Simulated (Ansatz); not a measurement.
Mulliken charges of Cl4HOTa, SMILES `[OH][Ta]([Cl])([Cl])([Cl])[Cl]` from r2SCAN/def2-TZVPP in Ansatz (PBE0-D4/def2-TZVP geometry).

| atom | x (Å) | y (Å) | z (Å) | charge (e) |
| --- | --- | --- | --- | --- |
| O1 | 0.209 | -1.318 | 0.773 | -0.339 |
| Ta2 | -0.032 | 0.265 | -0.168 | 0.934 |
| Cl3 | 2.081 | 0.105 | -1.035 | -0.185 |
| Cl4 | -1.806 | -0.646 | -1.295 | -0.186 |
| Cl5 | -0.338 | 2.253 | -1.356 | -0.249 |
| Cl6 | -0.383 | 1.408 | 1.785 | -0.185 |
| H7 | 0.330 | -2.136 | 1.250 | 0.209 |

Q: By hand: the dipole of these point charges (1 e Å = 4.8032 D).

A: Σ q r = (0.074, -0.473, 0.282) e Å, of length 0.556 e Å = 2.67 D.

Q: How does the dipole of the full density compare? (An estimate is asked.)

A: The calculation gave: (0.093, -0.614, 0.365) e Å, 3.46 D; the point charges give 0.77 times that, at 0° from its direction.

Point charges leave out the atoms' own dipoles, such as those of lone pairs, and Mulliken's split depends on the basis, so the two needn't agree.
